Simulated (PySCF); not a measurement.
C₉H₈OS₂, SMILES COc1ccc(-c2cccs2)s1 (GFN2-xTB optimised geometry):

```
20

C     -2.340    -3.397    -0.004
O     -0.947    -3.599    -0.002
C     -0.172    -2.503     0.000
C      1.193    -2.503     0.000
C      1.735    -1.205     0.000
C      0.795    -0.211     0.000
C      0.986     1.203    -0.002
C      0.039     2.193     0.007
C      0.592     3.488     0.000
C      1.950     3.480    -0.014
S      2.590     1.883    -0.019
S     -0.817    -0.885     0.001
H     -2.655    -2.840    -0.893
H     -2.660    -2.849     0.888
H     -2.791    -4.388    -0.010
H      1.774    -3.405     0.000
H      2.791    -1.000     0.000
H     -1.016     1.987     0.019
H      0.003     4.388     0.006
H      2.625     4.312    -0.022
```

Calculation: PBE0/def2-SVP (PySCF 2.14.0).

### Question
What are the frontier orbital energies and the dipole moment?

### Answer
HOMO-2 -7.43 eV, HOMO-1 -7.18 eV, HOMO -5.43 eV, LUMO -1.05 eV, LUMO+1 0.64 eV; dipole moment 1.72 D.

Meta-Löwdin charges at PBE0/def2-SVP: C1 -0.09, O2 -0.31, C3 0.10, C4 -0.19, C5 -0.13, C6 -0.12, C7 -0.10, C8 -0.16, C9 -0.13, C10 -0.24, S11 0.24, S12 0.19, H13 0.10, H14 0.10, H15 0.13, H16 0.13, H17 0.12, H18 0.11, H19 0.12, H20 0.13.
